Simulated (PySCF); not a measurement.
Cd(Cl)(Me) (CH3CdCl), SMILES [CH3][Cd][Cl]. Geometry optimised at B3LYP-D3(BJ)/def2-TZVP. The def2 effective core potentials stand for the cores of Cd; spin–orbit coupling is left out.

The numbers are results of B3LYP-D3(BJ)/def2-TZVP (PySCF), not measurements.

Harmonic wavenumbers (cm⁻¹): 104, 104, 336, 508, 733, 733, 1189, 1461, 1461, 3056, 3146, 3146. Rotational constants (GHz): 158.3, 2.029, 2.029; symmetry number 3.

Q: Work out the zero-point energy and the ideal-gas rigid-rotor harmonic-oscillator thermochemistry at 298.15 K and 1 atm.

A: ZPE = ½ Σ hcν = ½ × 15978 cm⁻¹ = 95.57 kJ/mol. H − E(el) = 111.46 kJ/mol. Entropy in J/(mol K): translation 172.27, rotation 90.09, vibration 38.57, total 300.93. G − E(el) = 21.74 kJ/mol. Cp = 69.43 J/(mol K). Modes under 150 cm⁻¹ make the vibrational entropy uncertain.
